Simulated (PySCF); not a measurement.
# Sr2: everyday levels beside a composite calculation

PySCF; the state is a singlet (closed shell). The composite is CCSD(T) extrapolated to the basis-set limit from two correlation-consistent sets, with core-valence (CV) and scalar-relativistic (SR) terms as its label shows; it has no spin–orbit coupling and nothing beyond (T). Here it is CCSD(T)/CBS(DT). It gives Re = 4.720 Å, ωe = 37.1 cm⁻¹ and De = 0.11 eV to Sr + Sr.

```csv
level,basis,relativity,Re (Å),ωe (cm⁻¹),De (eV)
RHF-SCS-MP2,def2-SVPD,scalar-relativistic core potentials,5.306,23.6,0.11
RHF-CCSD,def2-SVPD,scalar-relativistic core potentials,5.316,23.5,0.11
RHF-CCSD(T),def2-SVPD,scalar-relativistic core potentials,5.159,26.9,0.13
PBE,def2-SVPD,scalar-relativistic core potentials,4.568,50.2,0.20
TPSS,def2-SVPD,scalar-relativistic core potentials,4.580,50.4,0.20
r²SCAN,def2-SVPD,scalar-relativistic core potentials,4.610,49.7,0.19
B3LYP,def2-SVPD,scalar-relativistic core potentials,4.833,33.6,0.05
PBE0,def2-SVPD,scalar-relativistic core potentials,4.642,46.3,0.17
PBE0,x2c-TZVPall,spin-free X2C,4.616,47.7,0.18
BHandHLYP,def2-SVPD,scalar-relativistic core potentials,5.063,24.9,0.03
```

Q: Give the difference of each row from the composite.

A: 

```csv
level,basis,ΔRe (pm),Δωe (%),ΔDe (eV)
RHF-SCS-MP2,def2-SVPD,+58.6,-36.4,+0.00
RHF-CCSD,def2-SVPD,+59.6,-36.7,+0.00
RHF-CCSD(T),def2-SVPD,+43.9,-27.5,+0.02
PBE,def2-SVPD,-15.2,+35.3,+0.09
TPSS,def2-SVPD,-14.0,+35.8,+0.09
r²SCAN,def2-SVPD,-11.0,+34.0,+0.08
B3LYP,def2-SVPD,+11.3,-9.4,-0.06
PBE0,def2-SVPD,-7.8,+24.8,+0.06
PBE0,x2c-TZVPall,-10.4,+28.6,+0.07
BHandHLYP,def2-SVPD,+34.3,-32.9,-0.08
```

Q: Which rows come closest in De?

A: RHF-SCS-MP2 in def2-SVPD (+0.00 eV); RHF-CCSD in def2-SVPD (+0.00 eV), counted from the composite.

Correlated steps freeze the inner cores (0 to 28 orbitals); shallow outer-core shells are correlated. Closed-shell solutions of metal pairs were not tested for spin polarisation, which can lower them a little. The bond is weak. Basis-set superposition, not corrected here, can be much of De in a small basis, most of all at correlated wavefunction levels. Functionals without a dispersion term scatter widely for such bonds, and LDA overbinds them.
